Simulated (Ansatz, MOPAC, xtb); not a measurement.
Spectroscopic constants of ZnAs, multiplicity 4 (lowest of 2S+1 = 2, 4 at CCSD(T)/def2-TZVPP on PBE0 minima; our sources give no spin for the ground state, which may be another). No spin–orbit coupling. Zn is treated without relativity. As is treated without relativity.

Seven points along R, fitted to fifth degree in 1/R; most abundant isotopes. Runs in def2 and cc sets follow the lowest solution found near the PBE0 minimum.

Run with Ansatz (Gaussian basis) for Hartree–Fock, density functionals and correlated methods; MOPAC for PM7 (differences of heats of formation); xtb for the GFN methods. Values without a source in brackets are computed. The GFN methods have no spin term and hold the electronic entropy of 300 K.

```json
[
 {"level": "PM7", "r_e (Å)": "2.591", "ω_e (cm⁻¹)": "272", "B_e (cm⁻¹)": "0.0728", "α_e (cm⁻¹)": "0.00013", "dipole (D)": "-"},
 {"level": "GFN1-xTB", "r_e (Å)": "2.672", "ω_e (cm⁻¹)": "140", "B_e (cm⁻¹)": "0.0684", "α_e (cm⁻¹)": "0.00026", "dipole (D)": "-"},
 {"level": "SVWN5/def2-TZVPP", "r_e (Å)": "2.484", "ω_e (cm⁻¹)": "181", "B_e (cm⁻¹)": "0.0792", "α_e (cm⁻¹)": "0.00063", "dipole (D)": "0.14"},
 {"level": "PBE/def2-TZVPP", "r_e (Å)": "2.583", "ω_e (cm⁻¹)": "153", "B_e (cm⁻¹)": "0.0733", "α_e (cm⁻¹)": "0.00071", "dipole (D)": "0.25"},
 {"level": "r2SCAN/def2-TZVPP", "r_e (Å)": "2.512", "ω_e (cm⁻¹)": "178", "B_e (cm⁻¹)": "0.0774", "α_e (cm⁻¹)": "0.00063", "dipole (D)": "0.53"},
 {"level": "B97M-V/def2-TZVPP", "r_e (Å)": "2.616", "ω_e (cm⁻¹)": "133", "B_e (cm⁻¹)": "0.0714", "α_e (cm⁻¹)": "0.00097", "dipole (D)": "0.26"},
 {"level": "B3LYP/def2-TZVPP", "r_e (Å)": "2.629", "ω_e (cm⁻¹)": "136", "B_e (cm⁻¹)": "0.0707", "α_e (cm⁻¹)": "0.00086", "dipole (D)": "0.40"},
 {"level": "PBE0/def2-TZVPP", "r_e (Å)": "2.559", "ω_e (cm⁻¹)": "161", "B_e (cm⁻¹)": "0.0746", "α_e (cm⁻¹)": "0.00073", "dipole (D)": "0.50"},
 {"level": "BHLYP/def2-TZVPP", "r_e (Å)": "2.602", "ω_e (cm⁻¹)": "143", "B_e (cm⁻¹)": "0.0722", "α_e (cm⁻¹)": "0.00093", "dipole (D)": "0.63"},
 {"level": "CAM-B3LYP/def2-TZVPP", "r_e (Å)": "2.565", "ω_e (cm⁻¹)": "151", "B_e (cm⁻¹)": "0.0743", "α_e (cm⁻¹)": "0.00089", "dipole (D)": "0.47"},
 {"level": "wB97X-V/def2-TZVPP", "r_e (Å)": "2.525", "ω_e (cm⁻¹)": "171", "B_e (cm⁻¹)": "0.0766", "α_e (cm⁻¹)": "0.00079", "dipole (D)": "0.65"},
 {"level": "wB97M-V/def2-TZVPP", "r_e (Å)": "2.565", "ω_e (cm⁻¹)": "148", "B_e (cm⁻¹)": "0.0743", "α_e (cm⁻¹)": "0.00100", "dipole (D)": "0.38"},
 {"level": "B2PLYP/def2-TZVPP", "r_e (Å)": "2.593", "ω_e (cm⁻¹)": "142", "B_e (cm⁻¹)": "0.0727", "α_e (cm⁻¹)": "0.00095", "dipole (D)": "-"},
 {"level": "CCSD/def2-TZVPP", "r_e (Å)": "2.623", "ω_e (cm⁻¹)": "118", "B_e (cm⁻¹)": "0.0710", "α_e (cm⁻¹)": "0.0016", "dipole (D)": "-"},
 {"level": "CCSD(T)/def2-TZVPP", "r_e (Å)": "2.613", "ω_e (cm⁻¹)": "126", "B_e (cm⁻¹)": "0.0716", "α_e (cm⁻¹)": "0.0013", "dipole (D)": "-"}
]
```

Correlated levels freeze the inner cores; with def2 sets outer-core shells near the valence are correlated too. The state that PM7 reach isn't checked; PM7 holds dispersion and hydrogen-bond terms.

Ansatz is a first-principles code.
